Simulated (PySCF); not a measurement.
## Atomic charges against the basis set

Compound: C₃H₇ClOSi.
Geometry (PBE0-D3(BJ)/def2-SVP, Å), atoms numbered from 1 in this order:
```xyz
13
C3H7ClOSi angstrom
C     -2.469    0.137   -0.440
C     -1.157   -0.071   -0.542
C     -0.259   -0.335    0.625
O      0.813    0.587    0.681
Si     2.329    0.324    0.091
Cl     2.329    0.239   -1.981
H     -2.972    0.145    0.533
H     -3.092    0.303   -1.322
H     -0.670   -0.065   -1.524
H      0.130   -1.373    0.567
H     -0.824   -0.255    1.567
H      3.159    1.474    0.516
H      2.852   -0.989    0.562
```

PBE0 throughout (PySCF), one geometry, spherical d and f functions. One conformer (not necessarily the lowest) at the PBE0-D3(BJ)/def2-SVP geometry, without solvent, vibrations or thermal averaging. The first 7 of 11 kinds of atom are listed.

Mulliken charges (e):

```json
{"basis": "STO-3G", "functions": "45", "C1": "-0.165", "C2": "-0.087", "C3": "-0.051", "O4": "-0.353", "Si5": "+0.791", "Cl6": "-0.372", "H7": "+0.081"}
{"basis": "6-31G", "functions": "76", "C1": "-0.354", "C2": "-0.073", "C3": "-0.132", "O4": "-0.711", "Si5": "+0.890", "Cl6": "-0.324", "H7": "+0.161"}
{"basis": "pcSseg-0", "functions": "76", "C1": "-0.408", "C2": "-0.246", "C3": "-0.149", "O4": "-0.832", "Si5": "+0.975", "Cl6": "-0.411", "H7": "+0.220"}
{"basis": "6-31G*", "functions": "106", "C1": "-0.391", "C2": "-0.092", "C3": "-0.131", "O4": "-0.557", "Si5": "+0.689", "Cl6": "-0.293", "H7": "+0.171"}
{"basis": "cc-pVDZ", "functions": "127", "C1": "-0.028", "C2": "-0.127", "C3": "+0.169", "O4": "-0.413", "Si5": "+0.525", "Cl6": "-0.242", "H7": "+0.040"}
{"basis": "def2-SVP", "functions": "127", "C1": "-0.081", "C2": "-0.126", "C3": "+0.228", "O4": "-0.492", "Si5": "+0.667", "Cl6": "-0.280", "H7": "+0.049"}
{"basis": "aug-cc-pVDZ", "functions": "209", "C1": "+0.298", "C2": "+1.050", "C3": "+0.939", "O4": "-0.841", "Si5": "+0.340", "Cl6": "-0.409", "H7": "-0.412"}
{"basis": "6-311+G(2d,p)", "functions": "220", "C1": "-0.409", "C2": "+0.303", "C3": "-0.449", "O4": "-0.543", "Si5": "+0.786", "Cl6": "-0.244", "H7": "+0.115"}
{"basis": "def2-TZVP", "functions": "240", "C1": "-0.276", "C2": "-0.138", "C3": "-0.019", "O4": "-0.329", "Si5": "+0.448", "Cl6": "-0.253", "H7": "+0.125"}
{"basis": "cc-pVTZ", "functions": "286", "C1": "-0.268", "C2": "-0.100", "C3": "+0.032", "O4": "-0.305", "Si5": "+0.407", "Cl6": "-0.235", "H7": "+0.112"}
{"basis": "IGLO-III", "functions": "298", "C1": "-0.237", "C2": "-0.022", "C3": "-0.105", "O4": "-0.471", "Si5": "+1.077", "Cl6": "-0.390", "H7": "+0.088"}
{"basis": "pcSseg-2", "functions": "328", "C1": "-0.119", "C2": "-0.068", "C3": "+0.195", "O4": "-0.550", "Si5": "+0.839", "Cl6": "-0.302", "H7": "+0.048"}
```

IAO charges (e):

```json
{"basis": "STO-3G", "functions": "45", "C1": "-0.258", "C2": "-0.152", "C3": "-0.131", "O4": "-0.446", "Si5": "+0.848", "Cl6": "-0.321", "H7": "+0.131"}
{"basis": "6-31G", "functions": "76", "C1": "-0.305", "C2": "-0.142", "C3": "-0.080", "O4": "-0.580", "Si5": "+0.830", "Cl6": "-0.312", "H7": "+0.147"}
{"basis": "pcSseg-0", "functions": "76", "C1": "-0.290", "C2": "-0.148", "C3": "-0.073", "O4": "-0.578", "Si5": "+0.840", "Cl6": "-0.311", "H7": "+0.142"}
{"basis": "6-31G*", "functions": "106", "C1": "-0.295", "C2": "-0.140", "C3": "-0.048", "O4": "-0.621", "Si5": "+0.981", "Cl6": "-0.337", "H7": "+0.142"}
{"basis": "cc-pVDZ", "functions": "127", "C1": "-0.301", "C2": "-0.140", "C3": "-0.048", "O4": "-0.617", "Si5": "+0.975", "Cl6": "-0.334", "H7": "+0.142"}
{"basis": "def2-SVP", "functions": "127", "C1": "-0.292", "C2": "-0.137", "C3": "-0.044", "O4": "-0.618", "Si5": "+0.989", "Cl6": "-0.328", "H7": "+0.138"}
{"basis": "aug-cc-pVDZ", "functions": "209", "C1": "-0.314", "C2": "-0.143", "C3": "-0.051", "O4": "-0.628", "Si5": "+0.983", "Cl6": "-0.338", "H7": "+0.147"}
{"basis": "6-311+G(2d,p)", "functions": "220", "C1": "-0.313", "C2": "-0.143", "C3": "-0.053", "O4": "-0.639", "Si5": "+1.012", "Cl6": "-0.340", "H7": "+0.147"}
{"basis": "def2-TZVP", "functions": "240", "C1": "-0.312", "C2": "-0.143", "C3": "-0.050", "O4": "-0.642", "Si5": "+1.028", "Cl6": "-0.342", "H7": "+0.147"}
{"basis": "cc-pVTZ", "functions": "286", "C1": "-0.312", "C2": "-0.143", "C3": "-0.051", "O4": "-0.636", "Si5": "+1.015", "Cl6": "-0.341", "H7": "+0.147"}
{"basis": "IGLO-III", "functions": "298", "C1": "-0.315", "C2": "-0.143", "C3": "-0.052", "O4": "-0.642", "Si5": "+1.020", "Cl6": "-0.338", "H7": "+0.147"}
{"basis": "pcSseg-2", "functions": "328", "C1": "-0.312", "C2": "-0.144", "C3": "-0.051", "O4": "-0.641", "Si5": "+1.024", "Cl6": "-0.341", "H7": "+0.147"}
```

Hirshfeld charges (e):

```csv
basis,functions,C1,C2,C3,O4,Si5,Cl6,H7
STO-3G,45,-0.058,-0.036,+0.072,-0.219,+0.558,-0.307,+0.027
6-31G,76,-0.091,-0.043,+0.030,-0.258,+0.411,-0.168,+0.046
pcSseg-0,76,-0.086,-0.042,+0.023,-0.239,+0.435,-0.163,+0.044
6-31G*,106,-0.093,-0.044,+0.029,-0.229,+0.385,-0.153,+0.046
cc-pVDZ,127,-0.093,-0.046,+0.014,-0.208,+0.390,-0.135,+0.045
def2-SVP,127,-0.094,-0.046,+0.014,-0.214,+0.393,-0.125,+0.045
aug-cc-pVDZ,209,-0.099,-0.054,+0.001,-0.233,+0.405,-0.127,+0.049
"6-311+G(2d,p)",220,-0.095,-0.054,+0.004,-0.234,+0.402,-0.127,+0.048
def2-TZVP,240,-0.097,-0.051,+0.005,-0.226,+0.395,-0.124,+0.048
cc-pVTZ,286,-0.097,-0.050,+0.006,-0.221,+0.394,-0.128,+0.048
IGLO-III,298,-0.099,-0.054,0.000,-0.227,+0.391,-0.111,+0.049
pcSseg-2,328,-0.098,-0.052,+0.001,-0.231,+0.404,-0.126,+0.049
```

Task: Which scheme is steadiest as the basis changes?

Result: Largest range over the bases for any column: Hirshfeld 0.20 e, IAO 0.20 e, Mulliken 1.39 e. Hirshfeld and IAO charges move least and Mulliken charges most, counted in e. Without the minimal STO-3G basis the ranges are Hirshfeld 0.06, IAO 0.20, Mulliken 1.39 e.

Task: How much do the charges still move between the two largest bases, IGLO-III and pcSseg-2?

Result: At most, over all atoms: Mulliken 0.300 e, IAO 0.004 e, Hirshfeld 0.015 e.

Task: What do the same runs give for the total energy, the frontier levels and the dipole moment?

Result: 
```json
{"basis": "STO-3G", "energy (Eh)": "-932.1928", "HOMO (eV)": "-5.04", "LUMO (eV)": "3.15", "μ (D)": "2.61"}
{"basis": "6-31G", "energy (Eh)": "-942.8280", "HOMO (eV)": "-7.65", "LUMO (eV)": "0.06", "μ (D)": "2.24"}
{"basis": "pcSseg-0", "energy (Eh)": "-941.6667", "HOMO (eV)": "-7.94", "LUMO (eV)": "-0.11", "μ (D)": "2.30"}
{"basis": "6-31G*", "energy (Eh)": "-942.9526", "HOMO (eV)": "-7.59", "LUMO (eV)": "0.14", "μ (D)": "1.80"}
{"basis": "cc-pVDZ", "energy (Eh)": "-943.0046", "HOMO (eV)": "-7.69", "LUMO (eV)": "0.03", "μ (D)": "1.56"}
{"basis": "def2-SVP", "energy (Eh)": "-942.6191", "HOMO (eV)": "-7.76", "LUMO (eV)": "0.00", "μ (D)": "1.51"}
{"basis": "aug-cc-pVDZ", "energy (Eh)": "-943.0230", "HOMO (eV)": "-7.80", "LUMO (eV)": "-0.36", "μ (D)": "1.50"}
{"basis": "6-311+G(2d,p)", "energy (Eh)": "-943.0801", "HOMO (eV)": "-7.82", "LUMO (eV)": "-0.35", "μ (D)": "1.49"}
{"basis": "def2-TZVP", "energy (Eh)": "-943.1025", "HOMO (eV)": "-7.81", "LUMO (eV)": "-0.23", "μ (D)": "1.44"}
{"basis": "cc-pVTZ", "energy (Eh)": "-943.1033", "HOMO (eV)": "-7.79", "LUMO (eV)": "-0.16", "μ (D)": "1.48"}
{"basis": "IGLO-III", "energy (Eh)": "-943.0992", "HOMO (eV)": "-7.80", "LUMO (eV)": "-0.26", "μ (D)": "1.34"}
{"basis": "pcSseg-2", "energy (Eh)": "-943.1177", "HOMO (eV)": "-7.84", "LUMO (eV)": "-0.31", "μ (D)": "1.55"}
```

The dipole is fixed by the density alone, so its range of 1.27 D shows that the density itself changes with the basis, not only its division among atoms.
